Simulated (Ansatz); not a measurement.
Reaction (redistribution): `O[SiH2][GaH][SiH3]` + `B[SiH]([SiH3])Cl` → `O[SiH2][SiH]([SiH3])Cl` + `[BH2][GaH][SiH3]`

Isolated molecules relaxed with PBE0-D4/def2-TZVP in Ansatz; ΔE leaves out vibrations. CCSD(T)/CBS is the MP2 limit (def2-TZVPP, def2-QZVPP) plus CCSD(T) − MP2 in def2-TZVPP, frozen cores. Functionals use def2-TZVPP. B3LYP here is the variant with VWN-RPA as its local correlation; programs differ in this. For Ga outer-core shells are correlated without core-valence functions, which leaves a few kJ/mol of doubt a bond. Scalar relativity is left out up to krypton. One conformer a species, not always the lowest.

`O[SiH2][GaH][SiH3]`:

Cartesian coordinates in Å:
```
O -0.348 0.456 -2.378
Si 0.945 -0.352 -1.726
Ga 0.665 -0.758 0.645
Si -1.052 0.422 1.882
H -0.711 1.182 -1.870
H 2.216 0.409 -1.937
H 1.053 -1.610 -2.512
H 1.578 -1.778 1.426
H -0.538 1.003 3.155
H -2.163 -0.512 2.225
H -1.645 1.538 1.089
```

`B[SiH]([SiH3])Cl`:

Z-matrix (Å, degrees):
```
Si
Si 1 2.353
Cl 1 2.073 2 107.5
B 1 1.990 2 107.4 3 123.1
H 1 1.489 2 108.3 3 -115.5
H 2 1.488 1 109.7 3 174.7
H 2 1.486 1 110.0 3 -65.4
H 2 1.486 1 109.3 3 54.6
H 4 1.193 1 123.0 2 -104.1
H 4 1.197 1 118.3 2 71.4
```

`O[SiH2][SiH]([SiH3])Cl`:

Cartesian coordinates in Å:
```
O -0.408 -2.664 1.333
Si 0.607 -1.526 0.708
Si -0.591 0.464 0.359
Si 0.366 1.959 -1.165
Cl -2.408 -0.198 -0.431
H -1.283 -2.717 0.942
H 1.710 -1.347 1.685
H 1.185 -1.949 -0.599
H -0.916 1.159 1.634
H -0.526 3.128 -1.380
H 0.594 1.264 -2.459
H 1.672 2.429 -0.628
```

`[BH2][GaH][SiH3]`:

```xyz
9

B     1.615   -0.552   -1.397
Ga    0.475   -0.726    0.308
Si   -1.366    0.775    0.791
H     1.316   -1.101   -2.419
H     2.590    0.144   -1.440
H     0.718   -1.836    1.401
H    -2.637    0.004    0.914
H    -1.575    1.823   -0.247
H    -1.136    1.469    2.091
```

```json
{"level": "PBE0-D4", "ΔE (kJ/mol)": "3.4", "difference from CCSD(T)/CBS": "2.2"}
{"level": "ωB97M-V", "ΔE (kJ/mol)": "3.7", "difference from CCSD(T)/CBS": "2.5"}
{"level": "PBE", "ΔE (kJ/mol)": "3.9", "difference from CCSD(T)/CBS": "2.7"}
{"level": "r2SCAN", "ΔE (kJ/mol)": "2.5", "difference from CCSD(T)/CBS": "1.3"}
{"level": "PBE0", "ΔE (kJ/mol)": "4.4", "difference from CCSD(T)/CBS": "3.2"}
{"level": "B3LYP", "ΔE (kJ/mol)": "5.6", "difference from CCSD(T)/CBS": "4.4"}
{"level": "CCSD/def2-TZVPP", "ΔE (kJ/mol)": "4.2", "difference from CCSD(T)/CBS": "3.0"}
{"level": "MP2/def2-QZVPP", "ΔE (kJ/mol)": "1.2", "difference from CCSD(T)/CBS": "0.0"}
{"level": "SCS-MP2/def2-QZVPP", "ΔE (kJ/mol)": "2.4", "difference from CCSD(T)/CBS": "1.2"}
{"level": "HF/CBS(def2)", "ΔE (kJ/mol)": "7.1", "difference from CCSD(T)/CBS": "5.9"}
{"level": "CCSD(T)/CBS", "ΔE (kJ/mol)": "1.2", "difference from CCSD(T)/CBS": "0"}
```

Largest T1 diagnostic among the species: 0.014.

In def2-TZVPP, CCSD(T) changes the Hartree–Fock value by −3.3 kJ/mol (the triples alone add −0.5 kJ/mol) and MP2 by −4.4 kJ/mol.
